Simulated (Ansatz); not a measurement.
Geometry optimisation, Ansatz, RKS B3LYP-D4/def2-SVP.

input.yaml

```yaml
crystal:
  periodic: [false, false, false]
  atoms:
    - { symbol: Sn, position_ang: [0.255204, -0.07761, -0.065565] }
    - { symbol: O, position_ang: [0.854104, -0.087618, 1.804122] }
    - { symbol: H, position_ang: [0.210644, -0.136027, 2.527839] }
    - { symbol: H, position_ang: [1.957298, 0.085904, -0.160952] }
    - { symbol: Cl, position_ang: [-0.988572, 1.87085, -0.595977] }
    - { symbol: H, position_ang: [-0.714579, -1.390099, -0.582066] }
basis:
  gaussian: { orbitals: def2-SVP }
hamiltonian:
  xc: b3lyp
  dispersion: d4
relax:
  f_tol: 0.03
  max_steps: 50
```

Launched with:

```bash
$ ansatz run input.yaml --threads 1 --pin off --max-ram 2048MiB --backend cpu --events-out ev --progress --plain --runs-dir out
```

**Question.** Where does it end, and by what steps?

**Answer.** The forces met the threshold. After 6 steps the energy has fallen by 0.484 eV; H4 moved furthest, 0.51 Å.

| step | energy less start (eV) | largest force component (eV/Å) | accepted |
| --- | --- | --- | --- |
| 0 | 0.0000 | 1.371 | yes |
| 1 | -0.3058 | 0.620 | yes |
| 2 | -0.4490 | 0.288 | yes |
| 3 | -0.4816 | 0.208 | yes |
| 4 | -0.4804 | 0.204 | no |
| 5 | -0.4842 | 0.046 | yes |
| 6 | -0.4844 | 0.007 | yes |

```xyz
6
Properties=species:S:1:pos:R:3
Sn 0.398 -0.076 0.021
O 0.743 -0.117 1.977
H -0.068 -0.096 2.505
H 1.947 0.099 -0.672
Cl -0.883 1.867 -0.440
H -0.563 -1.412 -0.464
```

Time of the run: 28 s on 1 thread of AMD EPYC 7R43 64-Core Processor (Zen 3) (shared host), peak memory 0.16 GiB.
